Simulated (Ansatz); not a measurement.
`COB(O)Br`. Charge 0, multiplicity 1. Correlated methods include outer-core shells of Br, which these sets cover unevenly. Scalar relativity is left out up to krypton.

| atom | x (Å) | y (Å) | z (Å) |
| --- | --- | --- | --- |
| C1 | -0.589 | 1.028 | -0.693 |
| O2 | 0.334 | 0.441 | 0.206 |
| B3 | 0.388 | -0.875 | 0.492 |
| O4 | 1.300 | -1.357 | 1.363 |
| Br5 | -0.822 | -2.154 | -0.312 |
| H6 | -0.384 | 2.097 | -0.711 |
| H7 | -1.616 | 0.860 | -0.362 |
| H8 | -0.470 | 0.617 | -1.697 |
| H9 | 1.860 | -0.657 | 1.715 |

Task: Give the diagnostics of a CCSD(T)/def2-TZVPP run (frozen core, Ansatz 0.2.0). (Estimate.)

Result: Ansatz gave: T1 = 0.0105, largest single amplitude 0.028, largest double 0.027, (T) share of the correlation energy 3.6 %, 9 CCSD cycles. The RHF solution is stable towards an unrestricted one. T1 lies under the customary mark of 0.02 for closed shells.
